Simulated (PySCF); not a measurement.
Electron correlation in Tl⁺ (thallium, charge +1)

[Xe] 4f14 5d10 6s2, closed-shell 1S. Computed with PySCF 2.14 in def2-TZVP with the def2 core potential (60 electrons) (6s5p3d2f, 50 functions), with a scalar-relativistic core potential. Frozen: 5s2 5p6 5d10; 2 electrons correlated.

Total MP2 correlation energy: -20.14 mhartree.

Same-spin part 0.00 and opposite-spin part -20.14 mhartree; SCS-MP2 scales them by 1/3 and 6/5 to -24.17 mhartree.

With two correlated electrons CCSD is exact within the correlated space (frozen core and kept virtual orbitals).

| level | correlation energy (mhartree) |
| --- | --- |
| CCSD | -27.47 |

Diagnostics: T1 = 0.0033, D1 = 0.0046, largest double amplitude 0.073.

Cost of the coupled-cluster step: 0.21 s of wall time on 1 thread of Intel(R) Xeon(R) Platinum 8259CL CPU @ 2.50GHz (shared host), for 2 correlated electrons.
